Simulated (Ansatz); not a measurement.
This geometry of CH6SSiSn (10 atoms, charge 0, multiplicity 1) is a first-order saddle point.

Method: RKS r2SCAN-D4/def2-SVP in Ansatz.

```xyz
10
Properties=species:S:1:pos:R:3
C -1.010 0.422 -0.169
Si -0.178 -1.257 -0.359
S 1.659 -0.966 0.757
Sn 0.814 1.587 0.242
H -1.598 0.781 -1.028
H -1.620 0.481 0.747
H -0.930 -2.431 0.181
H 0.095 -1.513 -1.808
H 0.725 2.279 1.827
H 2.126 0.567 -0.386
```

(1) Which two structures does it join? (They come from a converged band through this point; their orientation in space is the band's.)

(2) How far does it lie above each of them?

Answers

(1) Bonds broken: Sn4–H10. Bonds formed: S3–H10.

Image 0:

```xyz
10
Properties=species:S:1:pos:R:3
C -0.885 0.390 -0.297
Si -0.301 -1.416 -0.288
S 1.702 -1.198 0.519
Sn 0.981 1.159 0.515
H -1.102 0.792 -1.299
H -1.744 0.595 0.362
H -1.152 -2.285 0.582
H -0.281 -2.015 -1.657
H 0.924 1.810 2.100
H 1.942 2.117 -0.533
```

Image 10:

```xyz
10
Properties=species:S:1:pos:R:3
C -1.026 0.628 -0.266
Si -0.139 -0.978 -0.274
S 2.003 -0.393 0.077
Sn 0.490 1.855 0.946
H -1.153 1.074 -1.265
H -1.999 0.586 0.248
H -0.420 -1.845 0.902
H -0.107 -1.802 -1.523
H 0.208 0.775 2.342
H 2.226 0.048 -1.184
```

(2) 1.55 eV above the first and 1.27 eV above the second. This is the barrier of this one path; another mechanism may lie lower. The orbitals stay closed-shell, which can raise the energy where a bond breaks towards radicals; this wasn't checked here.

Time of the run: 6.5 min on 2 threads of Intel(R) Xeon(R) 6975P-C (Granite Rapids), on a shared host, peak memory 0.2 GiB.
